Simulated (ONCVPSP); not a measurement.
# Ranking ONCV potentials for S (Z = 16)

All share these settings but for the change named:

ONCVPSP 4.0.1 input, shortened (lines: element, Z, core and valence counts, functional; n l f; lmax; l rc ep ncon nbas qcut; lloc lpopt rc5 dvloc0; l nproj debl; icmod fcfact rcfact), PBE, scalar-relativistic:

```
  S 16.00    1    4        4      upf
    1    0    2.00
    2    0    2.00
    2    1    6.00
    3    0    2.00
    3    1    3.75
    2
    0    0.80    0.00    4    8   17.50
    1    0.70    0.00    3    7   22.70
    2    0.80    0.22    5    9   11.60
    4    3    0.45    0.00
    0    2    3.70
    1    2    1.70
    2    2    1.50
    3    4.75    1.50
```

Cutoff: the first of the cutoffs (Ha) at which the residual kinetic energy of the hardest occupied pseudo-wave falls to 1 and 0.1 mHa per electron; the density cutoff is not measured.

The base gives 181 Ha.

Of 11 variants that were run, those that failed, showed a ghost or another fault, or gave nearly equal values are left out.

A variant can come out equal or close to the base.

(1) Rank these variants from softest to hardest (loose cutoff).
A. reference 2s2 2p6 3s2 3p3.5
B. p: rc 0.9
C. core [Ne], valence charge 6; reference 3s2 3p4; waves now 3s: rc 1.15 bohr, ncon 4, nbas 7, qcut 4.9 1/bohr, local; 3p: rc 1.80 bohr, ncon 3, nbas 6, qcut 4.3 1/bohr, 2 projectors, debl 3.2 Ha; d scattering state at 0.41 Ha: rc 1.70 bohr, ncon 4, nbas 8, qcut 5.4 1/bohr, 2 projectors, debl 1.5 Ha; local potential the s channel

Results:

(1) C (61 Ha), B (137 Ha), A (181 Ha).
